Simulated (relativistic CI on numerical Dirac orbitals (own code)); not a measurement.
# Ligand-field terms of d4

Computed with a parametric ligand-field model of a d^n configuration (Racah B and C, spin-orbit zeta, crystal field), exact diagonalisation.

Field parameters in Wybourne normalisation: Oh B⁴₀ = 21Dq, B⁴₄ = √(5/14) B⁴₀. The field is a parameter set, without covalency.

Lowest levels for B = 610, C = 2780, ζ = 800 cm⁻¹, Oh, 10Dq = 8500 cm⁻¹?

A1 0 (S 1.98), T1 105 (S 1.98), E 202 (S 1.99), T2 263 (S 1.99), A2 327 (S 2.00), A1 7153 (S 1.03), T1 7598 (S 1.02), T2 8010 (S 1.06), E 8107 (S 1.01) cm⁻¹, with S from ⟨S²⟩ = S(S + 1). The ground level has 0.99 electrons in the cubic e pair.

Lowest levels for B = 430, C = 1930, ζ = 240 cm⁻¹, Oh, 10Dq = 25000 cm⁻¹?

A1 0 (S 1.00), T1 132 (S 1.00), T2 363 (S 1.00), E 364 (S 1.00), T2 5997 (S 0.00), E 6508 (S 0.00), A2 13439 (S 2.00), T2 13440 (S 2.00), E 13441 (S 2.00) cm⁻¹, with S from ⟨S²⟩ = S(S + 1). The ground level has 0.01 electrons in the cubic e pair.

Lowest levels for B = 930, C = 3890, ζ = 190 cm⁻¹, Oh, 10Dq = 33300 cm⁻¹?

A1 0 (S 1.00), T1 96 (S 1.00), E 277 (S 1.00), T2 278 (S 1.00), A2 9683 (S 2.00), T2 9685 (S 2.00), E 9686 (S 2.00), T1 9687 (S 2.00), A1 9689 (S 2.00) cm⁻¹, with S from ⟨S²⟩ = S(S + 1). The ground level has 0.03 electrons in the cubic e pair.

Lowest levels for B = 960, C = 3420, ζ = 700 cm⁻¹, Oh, 10Dq = 10150 cm⁻¹?

A1 0 (S 1.99), T1 56 (S 1.99), E 110 (S 2.00), T2 149 (S 2.00), A2 189 (S 2.00), A1 9936 (S 1.80), T2 9959 (S 1.99), T1 9961 (S 1.99), A1 10046 (S 1.29) cm⁻¹, with S from ⟨S²⟩ = S(S + 1). The ground level has 1.00 electrons in the cubic e pair.

Lowest levels for B = 580, C = 3000, ζ = 720 cm⁻¹, Oh, 10Dq = 35350 cm⁻¹?

A1 0 (S 1.00), T1 439 (S 1.00), T2 1127 (S 1.00), E 1128 (S 1.00), T2 9414 (S 0.02), E 10064 (S 0.01), A2 18312 (S 2.00), T2 18320 (S 2.00), E 18327 (S 2.00) cm⁻¹, with S from ⟨S²⟩ = S(S + 1). The ground level has 0.02 electrons in the cubic e pair.
